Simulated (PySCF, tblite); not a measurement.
Isomers of C4H6FOP, one GFN2-xTB conformer each. Single-point energies are computed at PBE0/pcSseg-1 (PySCF, gas phase, no added dispersion term), electronic only.

Question: Rank them by PBE0/pcSseg-1 energy, lowest first (kcal/mol).
A. `CC1=C(F)[P@@]1(C)=O`
B. `[O:1]=[P@H:2]1[CH2:3][CH:4]=[C:5]([F:6])[CH2:7]1` with O1–P2–C3–C4 147°, P2–C3–C4–C5 -16°, C4–C5–C7–P2 15°, O1–P2–C7–C5 -146°
C. `[O:1]=[P@@H:2]1[CH2:3][CH2:4][CH:5]=[C:6]1[F:7]` with O1–P2–C3–C4 -144°, P2–C3–C4–C5 23°, C3–C4–C5–C6 -16°, O1–P2–C6–C5 135°
D. `[CH3:1][C:2](=[O:3])/[P:4]=[C:5](\[CH3:6])[F:7]` with C1–C2–P4–C5 -176°

Answer: B (0.0), C (7.1), D (21.7), A (31.4).

As drawn, the highest has a three-membered ring, which the lowest lacks. GFN2-xTB itself gives, in the same order: 0.0, 4.8, 51.0, 52.2. Both levels put the same isomer lowest; measured from each level's own lowest isomer, the values differ by up to 29.3 kcal/mol (CC(=O)/P=C(\C)F: 51.0 against 21.7).

Which frontier levels, dipoles and rotational constants go with these structures?

```json
{"SMILES": "O=[P@H]1CC=C(F)C1", "HOMO (eV, PBE0/pcSseg-1)": "-7.65", "LUMO (eV)": "-0.04", "dipole (D)": "2.67", "A, B, C (MHz)": "5156, 1532, 1245"}
{"SMILES": "O=[P@@H]1CCC=C1F", "HOMO (eV, PBE0/pcSseg-1)": "-7.79", "LUMO (eV)": "-0.61", "dipole (D)": "5.08", "A, B, C (MHz)": "2721, 2557, 1408"}
{"SMILES": "CC(=O)/P=C(\\C)F", "HOMO (eV, PBE0/pcSseg-1)": "-6.96", "LUMO (eV)": "-2.18", "dipole (D)": "0.96", "A, B, C (MHz)": "4308, 1450, 1100"}
{"SMILES": "CC1=C(F)[P@@]1(C)=O", "HOMO (eV, PBE0/pcSseg-1)": "-7.71", "LUMO (eV)": "-0.06", "dipole (D)": "4.11", "A, B, C (MHz)": "2779, 1646, 1410"}
```

What happens when harmonic zero-point energies from GFN2-xTB frequencies are added?

```tsv
SMILES	ZPE (kcal/mol)	electronic (kcal/mol)	with ZPE (kcal/mol)
O=[P@H]1CC=C(F)C1	57.5	0.0	0.0
O=[P@@H]1CCC=C1F	58.1	7.1	7.7
CC(=O)/P=C(\C)F	57.2	21.7	21.4
CC1=C(F)[P@@]1(C)=O	56.9	31.4	30.8
```

The zero-point energies span 1.2 kcal/mol. The order is unchanged.
